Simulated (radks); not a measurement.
All-electron atom: Pt23+ in [Ar] 3d10 4s2 4p5.5 4d10 4f9 5p0.5 (fractional occupations, a model configuration).

All-electron calculation, scalar-relativistic Kohn-Sham, BLYP, spin-polarised, spherical densities, finite nucleus; open shells are filled with parallel spins first (spin-orbit coupling, left out, can overturn this in heavy ions); Fermi nuclear charge, rms radius 5.427 fm. Program: a radial shooting solver on a logarithmic mesh with Libxc functionals.

Energy parts (hartree):
total: -18176.4755
kinetic: 20285.9587
electron-nucleus: -43791.3928
Hartree: 5658.4695
exchange-correlation: -329.5108

Orbitals (lengths in bohr, moments of r in powers of bohr):
orbital  occ.  eigenvalue (hartree)       <r^4>      <r^2>
1s up       1             -2906.202   4.519e-07  0.0004062
1s down     1             -2906.183   4.519e-07  0.0004062
2s up       1             -530.9151  0.00006656   0.006202
2s down     1             -530.8985  0.00006655   0.006201
2p up       3             -463.5861  0.00005360   0.005200
2p down     3             -463.5650  0.00005359   0.005199
3s up       1             -143.4616    0.002401    0.03996
3s down     1             -143.2718    0.002394    0.03990
3p up       3             -123.8338    0.002620    0.04093
3p down     3             -123.6400    0.002610    0.04085
3d up       5             -102.5303    0.002009    0.03388
3d down     5             -102.3788    0.001998    0.03379
4s up       1             -48.92472     0.04888     0.1853
4s down     1             -48.59573     0.04909     0.1857
4p up       3             -42.28492     0.06204     0.2070
4p down   2.5             -41.96877     0.06240     0.2076
4d up       5             -34.27428     0.07627     0.2242
4d down     5             -33.96466     0.07698     0.2251
4f up       7             -25.44769     0.08673     0.2252
4f down     2             -25.12153     0.08867     0.2273
5p up     0.5             -20.56906      0.8442     0.7881
5p down     0             -20.41966      0.8693     0.7993

The highest occupied level is 5p up at -559.71 eV. The density falls to 0.001 e/bohr^3 at r = 1.55 bohr. Summed over all electrons, <r^2> = 6.890 bohr^2, which gives a Langevin (diamagnetic) susceptibility term of -5.46 x 10^-6 cm^3/mol. The spin density at the nucleus is -33.52 e/bohr^3 (1s -8.05, 2s -3.15, 3s -52.07, 4s 29.74). Spin moment in Bohr magnetons: 6. The electron density at the nucleus is 2.116e+06 e/bohr^3 (large components only).
